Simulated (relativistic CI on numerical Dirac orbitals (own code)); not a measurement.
## One change at a time: Hg XXXVI

Base calculation: Dirac-Coulomb-Breit CI, KLI orbitals optimised for each configuration, QED by a radiative potential, unscaled Slater integrals.

Configurations in the expansion (outside the closed core [Ar] 3d10): 4s²4p⁶4d⁹, 4s²4p⁶4d⁸4f, 4s²4p⁵4d¹⁰, 4s4p⁶4d¹⁰, 4s²4p⁵4d⁹4f, 4s4p⁶4d⁹4f, 4s²4p⁶4d⁸5s, 4s²4p⁶4d⁷4f5s, 4s²4p⁶4d⁸5p, 4s²4p⁶4d⁸5d, 4s²4p⁵4d⁹5s, 4s²4p⁶4d⁸5f, 4s²4p⁶4d⁷5s5p, 4s²4p⁵4d⁹5p, 4p⁶4d¹⁰4f, 4s²4p⁶4d⁸5g, 4s²4p⁶4d⁸6s, 4s²4p⁵4d⁹5d, 4s4p⁶4d⁹5s, 4s²4p⁶4d⁸6p, 4s²4p⁶4d⁸6d, 4p⁶4d⁹4f², 4p⁶4d⁸4f³, 4p⁵4d¹⁰4f², 4p⁵4d⁹4f³, 4p⁶4d⁸4f²5s, 4s²4p⁶4d⁷5s², 4s²4p⁶4d⁶4f5s², 4s²4p⁵4d⁷4f5s², 4s4p⁶4d⁷4f5s². Double excitations out of closed p, d and f shells are left out; levels of such configurations are missing from the list, as are those of other unlisted configurations, and high levels can miss mixing partners. These lack a partner that the ground configuration has and come out too high: 4s²4p⁶4d⁸5p, 4s²4p⁶4d⁸5d, 4s²4p⁵4d⁹5s, 4s²4p⁶4d⁸5f, 4s²4p⁵4d⁹5p.

The lowest level and the first level of each name with at least 55 % of one term (blank where a level has no safe partner in the second run):

```csv
Level,Base (cm⁻¹),Shift (cm⁻¹)
4s²4p⁶4d⁹ ²D5/2,0,0
4s²4p⁶4d⁹ ²D3/2,207135,+3886
4s²4p⁵4d¹⁰ ²P°3/2,1729340,+7132
4s²4p⁶4d⁸4f ⁴I°15/2,1851589,+7718
4s²4p⁶4d⁸4f ⁴H°13/2,1869639,+7209
4s²4p⁶4d⁸4f ⁴F°3/2,1969526,+6879
4s²4p⁶4d⁸4f ⁴I°11/2,2016144,+8794
4s²4p⁶4d⁸4f ²K°13/2,2036465,+9787
4s²4p⁶4d⁸4f ²K°15/2,2085929,+12310
```

At this charge energies of transitions that change n are usually good to better than 1 %, and those within a shell (Δn = 0) to a few per cent.

**Question.** One thing was changed in a second run, which moved the levels as shown. Which?
A. configuration mixing switched off
B. QED terms removed
C. only the first 3 configurations
D. Breit term removed

**Answer.** D. Breit term removed. The Breit term mainly narrows fine-structure intervals, so removing it widens them.

LS names give the leading component of a level, which can be under half, so a name can repeat, a term be missing and a line seem to break the LS rules.
